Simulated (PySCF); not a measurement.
## Shifts of the heteroatoms

Molfile (atoms numbered from 1):
```
C7H8FN
     RDKit          3D

 17 17  0  0  0  0  0  0  0  0999 V2000
    2.5200   -0.1048    0.0333 C   0  0  0  0  0  0  0  0  0  0  0  0
    1.0437    0.1527    0.0303 C   0  0  0  0  0  0  0  0  0  0  0  0
    0.1409   -0.8959    0.0640 C   0  0  0  0  0  0  0  0  0  0  0  0
   -1.2374   -0.6728    0.0429 C   0  0  0  0  0  0  0  0  0  0  0  0
   -2.1193   -1.7241    0.1514 N   0  0  0  0  0  0  0  0  0  0  0  0
   -1.7093    0.6378   -0.0194 C   0  0  0  0  0  0  0  0  0  0  0  0
   -0.7946    1.6693   -0.0527 C   0  0  0  0  0  0  0  0  0  0  0  0
   -1.2584    2.9396   -0.1160 F   0  0  0  0  0  0  0  0  0  0  0  0
    0.5695    1.4591   -0.0289 C   0  0  0  0  0  0  0  0  0  0  0  0
    2.9202    0.0152   -0.9736 H   0  0  0  0  0  0  0  0  0  0  0  0
    2.7403   -1.1140    0.3710 H   0  0  0  0  0  0  0  0  0  0  0  0
    3.0314    0.6032    0.6815 H   0  0  0  0  0  0  0  0  0  0  0  0
    0.5031   -1.9130    0.1115 H   0  0  0  0  0  0  0  0  0  0  0  0
   -1.7660   -2.6386   -0.0762 H   0  0  0  0  0  0  0  0  0  0  0  0
   -3.0689   -1.5498   -0.1327 H   0  0  0  0  0  0  0  0  0  0  0  0
   -2.7669    0.8492   -0.0388 H   0  0  0  0  0  0  0  0  0  0  0  0
    1.2448    2.2990   -0.0575 H   0  0  0  0  0  0  0  0  0  0  0  0
  1  2  1  0
  2  3  1  0
  3  4  2  0
  4  5  1  0
  4  6  1  0
  6  7  2  0
  7  8  1  0
  7  9  1  0
  9  2  2  0
  1 10  1  0
  1 11  1  0
  1 12  1  0
  3 13  1  0
  5 14  1  0
  5 15  1  0
  6 16  1  0
  9 17  1  0
M  END
```

Relativity neglected, averaged over atoms made equivalent by symmetry, fast rotation or ring inversion, a single conformation, gas phase. Geometry from GFN2-xTB; σ from GIAO-PBE0/pcSseg-1; PySCF.

Task: What are the ¹⁹F shifts?

Result: 
```tsv
atoms	environment	σ (ppm)	δ (ppm)
F8	aryl fluorine	288.9	-114.7
```

Shieldings were converted by a linear fit to measured shifts: ¹⁹F (scatter 6.0 ppm rms, 7.0 ppm with the 5 outliers that the fit left out vs CFCl3, solution or neat liquid, with a term for F on sp3 carbon). Occasional misses reach two or three times the rms, and more in compound classes unlike the fitted ones.

On a 400 MHz spectrometer ¹⁹F resonates near 376.4 MHz, so 1 ppm is 376.4 Hz.

Task: Where does ¹⁵N resonate?

Result: 
```tsv
atoms	environment	σ (ppm)	δ (ppm)
N5	aniline-type nitrogen	190.2	-323.3
```

Shieldings were converted by a linear fit to measured shifts: ¹⁵N: δ = -148.07 − 0.921σ (rms 6.3 ppm, 71 shifts vs CH3NO2, solution or neat liquid). Occasional misses reach two or three times the rms, and more in compound classes unlike the fitted ones.

On a 500 MHz spectrometer ¹⁵N resonates near 50.7 MHz, so 1 ppm is 50.7 Hz.
